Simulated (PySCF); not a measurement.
# Field gradients at the hydrogen positions

C₄H₁₀Si₂.
Cartesian coordinates in Å at the GFN2-xTB level; atoms count from 1:
```xyz
16
C4H10Si2 angstrom
C      2.9618   -0.6777    0.6733
C      1.8429   -0.2164   -0.1233
C      0.9248    0.1619   -0.7956
C     -0.1999    0.6289   -1.5703
Si    -1.6644    1.1188   -0.4317
Si    -2.2021   -0.6361    0.9692
H      2.8793   -1.7507    0.8480
H      2.9730   -0.1648    1.6357
H      3.9012   -0.4771    0.1572
H      0.1140    1.4817   -2.1768
H     -0.5111   -0.1609   -2.2592
H     -2.7474    1.5310   -1.3416
H     -1.2572    2.3381    0.2832
H     -3.4848   -0.4134    1.6438
H     -1.2072   -0.8430    2.0236
H     -2.3306   -1.9113    0.2554
```

Level: PBE0/pcSseg-1 (PySCF, non-relativistic); Q(2H) = 0.00286 b; rigid geometry, the same for H and D, with no vibrational averaging.

Question: Rank these positions by the coupling χzz of a deuteron there, largest first.
A. H12 (Si–H hydrogen)
B. H9 (methyl hydrogen)
C. H14 (Si–H hydrogen)

Answer: B (207 kHz), C (110 kHz), A (106 kHz).

Give the electric field gradient Vzz (the principal value of largest size), its asymmetry and the 2H coupling at each hydrogen.

```json
{"atom": "H7", "bonded to": "C1", "bond length (Å)": "1.090", "Vzz (au)": "0.3082", "η": "0.02", "χzz (kHz)": "207"}
{"atom": "H8", "bonded to": "C1", "bond length (Å)": "1.091", "Vzz (au)": "0.3076", "η": "0.02", "χzz (kHz)": "207"}
{"atom": "H9", "bonded to": "C1", "bond length (Å)": "1.090", "Vzz (au)": "0.3078", "η": "0.02", "χzz (kHz)": "207"}
{"atom": "H10", "bonded to": "C4", "bond length (Å)": "1.093", "Vzz (au)": "0.3083", "η": "0.03", "χzz (kHz)": "207"}
{"atom": "H11", "bonded to": "C4", "bond length (Å)": "1.093", "Vzz (au)": "0.3064", "η": "0.03", "χzz (kHz)": "206"}
{"atom": "H12", "bonded to": "Si5", "bond length (Å)": "1.473", "Vzz (au)": "0.1570", "η": "0.02", "χzz (kHz)": "106"}
{"atom": "H13", "bonded to": "Si5", "bond length (Å)": "1.471", "Vzz (au)": "0.1588", "η": "0.02", "χzz (kHz)": "107"}
{"atom": "H14", "bonded to": "Si6", "bond length (Å)": "1.466", "Vzz (au)": "0.1631", "η": "0.00", "χzz (kHz)": "110"}
{"atom": "H15", "bonded to": "Si6", "bond length (Å)": "1.464", "Vzz (au)": "0.1648", "η": "0.01", "χzz (kHz)": "111"}
{"atom": "H16", "bonded to": "Si6", "bond length (Å)": "1.467", "Vzz (au)": "0.1626", "η": "0.01", "χzz (kHz)": "109"}
```

Average by the element that carries the hydrogen.

on C: 207 kHz over 5 positions, mean bond length 1.091 Å; on Si: 108 kHz over 5 positions, mean bond length 1.468 Å.

A static deuteron (I = 1) shows a doublet split by (3/2)χ, (3/4)χ(1 + η) and (3/4)χ(1 − η) with the field along z, y and x of the gradient. What are these for H12?

With |χ| = 105.5 kHz and η = 0.016: 158, 80 and 78 kHz, to first order and without motion.

Isolated species at its GFN2-xTB geometry (one conformer only). GFN2-xTB bond lengths can be off by several hundredths of an ångström, more for odd bonds, and the gradients follow them. The basis is small and wasn't made for field gradients, so the couplings can be 20 % off.

The run behind these numbers computed NMR shieldings as well. Hardware: an Arm Neoverse N1 with one thread, on a shared host. Cost: 41 s wall, 0.75 GiB resident at most.
